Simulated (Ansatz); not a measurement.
(H2Al-mu-Cl)2 (Al₂H₄Cl₂). The state is a singlet with charge 0. Geometry relaxed at r2SCAN-D4/def2-SVP.

```xyz
8

Al   -0.232    1.532   -0.560
H    -1.388    1.726   -1.612
H     0.733    2.634    0.023
Cl    1.056   -0.286   -1.220
Al    0.232   -1.532    0.560
H     1.390   -1.715    1.612
H    -0.727   -2.641   -0.016
Cl   -1.064    0.283    1.214
```

(1) Estimate the harmonic wavenumbers at RKS r2SCAN-D4/def2-SVP (Ansatz, unscaled). Is this a minimum?

Results:

(1) 38, 197, 260, 352, 357, 368, 437, 442, 467, 497, 622, 715, 740, 763, 1970, 1975, 1991, 1993 cm⁻¹. Yes, no mode is imaginary beyond noise. Zero-point energy 84.8 kJ/mol. It took 68 s on 4 threads of Intel Xeon Platinum 8259CL on a shared host.
